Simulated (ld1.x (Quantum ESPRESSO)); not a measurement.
**terbium (Tb), ultrasoft: configuration errors across variants**

| Item | Value |
| --- | --- |
| Element | terbium |
| Generator | ld1.x (Quantum ESPRESSO) 7.5 |
| Type | ultrasoft |
| Functional | PBE |
| Relativity | fully relativistic |
| Frozen core | [Kr] 4d10 |
| Valence charge | 19 |
| Reference configuration | 4f9 5s2 5p6 5d0 6s0 6p0 (charge +2) |
| Partial waves | 5s (bound): rcut 1.80, rcutus 2.30 bohr; 6s (bound, empty): rcut 1.80, rcutus 2.30 bohr; 5p (bound): rcut 2.10, rcutus 2.30 bohr; 6p (bound, empty): rcut 2.10, rcutus 2.30 bohr; 5d (bound, empty): rcut 1.90, rcutus 2.30 bohr; 5d channel at 1.65 Ry: rcut 1.90, rcutus 2.30 bohr; 4f (bound): rcut 1.15, rcutus 1.45 bohr; 4f channel at -0.6 Ry: rcut 1.15, rcutus 1.45 bohr |
| Local potential | all-electron potential smoothed inside 1.85 bohr (lloc = -1) |
| Core correction | none |
| Augmentation charge | PSQ, radius 1.00 bohr |

Open shells are filled in proportion to 2j + 1 (rel_dist='average').

All-electron excitation energies from the reference (eV): (1) 4f9 5s2 5p6 5d0 6s2 6p0 -17.690; (2) 4f9 5s2 5p6 5d0 6s1 6p0 -11.524; (3) 4f8 5s2 5p6 5d0 6s0 6p0 25.225; (4) 4f9 5s1 5p6 5d0 6s2 6p0 35.485; (5) 4f8 5s2 5p6 5d0 6s2 6p0 -7.706; (6) 4f10 5s2 5p6 5d0 6s0 6p0 -9.715; (7) 4f9 5s2 5p6 5d1 6s0 6p0 -9.571.

The overlap operator is not positive definite (basis up to 400 Ry) in “base”, “local potential all-electron potential smoothed inside 0.94 bohr (lloc = -1)”, “local potential all-electron potential smoothed inside 1.10 bohr (lloc = -1)”, “local potential all-electron potential smoothed inside 1.48 bohr (lloc = -1)”, “local potential all-electron potential smoothed inside 1.64 bohr (lloc = -1)”, “local potential all-electron potential smoothed inside 1.88 bohr (lloc = -1)”, “local potential all-electron potential smoothed inside 2.08 bohr (lloc = -1)”, “local potential all-electron potential smoothed inside 2.64 bohr (lloc = -1)”. Such files are unfit for use, however small their errors in these radial tests.

Tests that are not counted but printed errors over 1 eV. “local potential all-electron potential smoothed inside 1.10 bohr (lloc = -1)”: 4f8 5s2 5p6 5d0 6s0 6p0 (solver errors, printed error -2586 eV). “local potential all-electron potential smoothed inside 2.64 bohr (lloc = -1)”: 4f10 5s2 5p6 5d0 6s0 6p0 (solver errors, printed error -3176 eV).

Errors AE − PS in meV (a dash: test not solved or not reliable):

| change | (1) | (2) | (3) | (4) | (5) | (6) | (7) | bound ghosts |
| --- | --- | --- | --- | --- | --- | --- | --- | --- |
| base | +1.1 | +0.4 | +61 | +14 | +80 | +14 | +0.1 | not determined (overlap not positive) |
| local potential all-electron potential smoothed inside 0.94 bohr (lloc = -1) | -1.7 | -0.2 | -381 | -19 | -299 | -109 | -0.3 | not determined (overlap not positive) |
| local potential all-electron potential smoothed inside 1.10 bohr (lloc = -1) | -1.3 | -0.2 | – | +55 | – | – | – | not determined (overlap not positive) |
| local potential all-electron potential smoothed inside 1.48 bohr (lloc = -1) | +2.5 | +0.8 | +133 | +21 | +152 | +30 | +0.6 | not determined (overlap not positive) |
| local potential all-electron potential smoothed inside 1.64 bohr (lloc = -1) | +1.2 | +0.4 | +85 | +15 | +104 | +19 | +0.4 | not determined (overlap not positive) |
| local potential all-electron potential smoothed inside 1.88 bohr (lloc = -1) | +1.1 | +0.4 | +61 | +14 | +80 | +14 | +0.1 | not determined (overlap not positive) |
| local potential all-electron potential smoothed inside 2.08 bohr (lloc = -1) | +1.1 | +0.4 | +84 | +16 | +98 | +22 | -0.2 | not determined (overlap not positive) |
| local potential all-electron potential smoothed inside 2.64 bohr (lloc = -1) | +25 | +4.5 | -81 | +26 | -42 | – | -0.9 | not determined (overlap not positive) |

Problem. Give the same row for: local potential all-electron potential smoothed inside 2.44 bohr (lloc = -1).

Solution. +1.1, +0.5, -50, +11, -26, -10.0, +1.2; bound ghosts: none.
